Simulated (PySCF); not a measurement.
`C[SiH2][C@@H]([SiH3])[Si@H](N)F`, C₂H₁₂FNSi₃

Geometry:
```
atom   x (Å)   y (Å)   z (Å)
  C1  -2.061  -1.682   0.382
 Si2  -1.504   0.130   0.500
  C3   0.031   0.429  -0.583
 Si4   0.551   2.262  -0.612
 Si5   1.470  -0.715  -0.145
  N6   1.946  -0.419   1.475
  F7   2.795  -0.335  -0.990
  H8  -1.280  -2.363   0.706
  H9  -2.326  -1.948  -0.637
 H10  -2.933  -1.863   1.002
 H11  -2.609   0.992   0.054
 H12  -1.215   0.438   1.911
 H13  -0.256   0.178  -1.609
 H14  -0.577   3.054  -1.121
 H15   0.877   2.720   0.740
 H16   1.694   2.466  -1.503
 H17   1.257  -2.108  -0.542
 H18   1.274  -0.498   2.217
 H19   2.854  -0.729   1.778
```

Level of theory: PySCF 2.14.0, TDDFT CAM-B3LYP/def2-SVPD circular dichroism and optical rotation, one conformer, gas phase. Geometry: GFN2-xTB.

The molecule is flexible and this is one conformer; a measurement averages over conformers.

(1) Draw the ECD and absorption spectra from the lowest 8 states, each a Gaussian of half-width 0.25 eV at 1/e height.

Answers

(1) 
```tsv
E (eV)	λ (nm)	Δε (L mol⁻¹ cm⁻¹)	ε (L mol⁻¹ cm⁻¹)
6.29	197	-0.19	29.3
6.39	194	-0.79	124
6.49	191	-2.41	379
6.59	188	-5.39	844
6.69	185	-8.80	1370
6.79	183	-10.90	1620
6.89	180	-11.59	1430
6.99	177	-13.99	1050
7.09	175	-20.93	820
7.19	172	-29.64	829
7.29	170	-32.61	913
7.39	168	-25.67	1060
7.49	166	-12.45	1560
7.59	163	+0.26	2740
7.69	161	+7.54	4440
7.79	159	+6.54	5920
7.89	157	-2.53	6420
7.99	155	-13.69	5790
8.09	153	-18.11	4660
8.19	151	-12.49	3730
```
Δε uses R in velocity form, ε uses f in length form. Only the states computed contribute, so the short-wavelength end is incomplete.
